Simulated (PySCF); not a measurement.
From one molecule to another.

First species: C7H4O.
SMILES: `C#CC(=O)C#CC=C`

Second species: C₇H₇F.
Geometry (GFN2-xTB, Å), atoms numbered from 1 in this order:
```
atom  x, y, z in Å
C1    -2.3224   -1.7794   -0.1925
C2    -1.7925   -0.7133   -0.0418
C3    -1.1375    0.5336    0.1343
C4     0.3155    0.5876    0.0820
C5     1.0968   -0.4695   -0.1259
C6     2.5824   -0.4143   -0.1805
C7    -1.8965    1.6182    0.3447
F8    -1.3651    2.8400    0.5226
H9    -2.7991   -2.7048   -0.3238
H10    0.7452    1.5701    0.2249
H11    0.6509   -1.4460   -0.2664
H12    3.0100   -1.0625    0.5845
H13    2.9465    0.5989   -0.0289
H14    2.9361   -0.7759   -1.1460
H15   -2.9748    1.6253    0.3908
```

Levels: PBE0/def2-SVPD for dipole moment, HOMO energy, LUMO energy, HOMO–LUMO gap, static isotropic polarisability and electronic spatial extent ⟨r²⟩ about the centre of nuclear charge; TDDFT PBE0/def2-SVPD for lowest singlet excitation; TDA PBE0/def2-SVPD for lowest triplet excitation (Tamm–Dancoff); GFN2-xTB for rotational constant A and rotational constant C. Geometries: GFN2-xTB. Each species is one conformer at its optimised geometry, gas phase, non-relativistic unless stated; the electronic structure was computed with PySCF and density fitting.

The conformers computed, where there is a choice (atom-mapped SMILES and torsion angles):
- `[CH:1]#[C:2][C:3](/[CH:4]=[CH:5]/[CH3:6])=[CH:7]/[F:8]`: C2–C3–C4–C5 0°

**Question.** Which has the higher S1 energy?

**Answer.** The second: 5.28 eV against 3.51 eV, a difference of 1.77 eV.

**Question.** Which has the higher ⟨r²⟩?

**Answer.** The first: 1292 bohr² against 1205 bohr², a difference of 87 bohr².

**Question.** Which has the higher dipole moment?

**Answer.** The first: 4.50 D against 1.21 D, a difference of 3.29 D.

**Question.** Which has the higher rotational constant A?

**Answer.** The first: 4.246 GHz against 2.291 GHz, a difference of 1.955 GHz.

**Question.** Which of the two has the higher T1 energy, and by how much?

**Answer.** The second: 2.89 eV against 2.84 eV, a difference of 0.05 eV.

**Question.** Which has the higher HOMO–LUMO gap?

**Answer.** The second: 5.42 eV against 4.99 eV, a difference of 0.43 eV.

**Question.** Which has the higher HOMO energy?

**Answer.** The second: -6.56 eV against -7.80 eV, a difference of 1.24 eV.

**Question.** Which has the higher rotational constant C?

**Answer.** The second: 0.914 GHz against 0.827 GHz, a difference of 0.087 GHz.

On the first: The dipole matches unit charges of opposite sign 0.94 Å apart (1 e·Å = 4.8032 D).

On the second: The dipole equals about 4.0 × 10⁻³⁰ C·m (1 D = 3.33564 × 10⁻³⁰ C·m). No computed singlet falls in the visible range (750 to 380 nm, 1.65 to 3.26 eV); S1 lies 2.02 eV above its blue end.
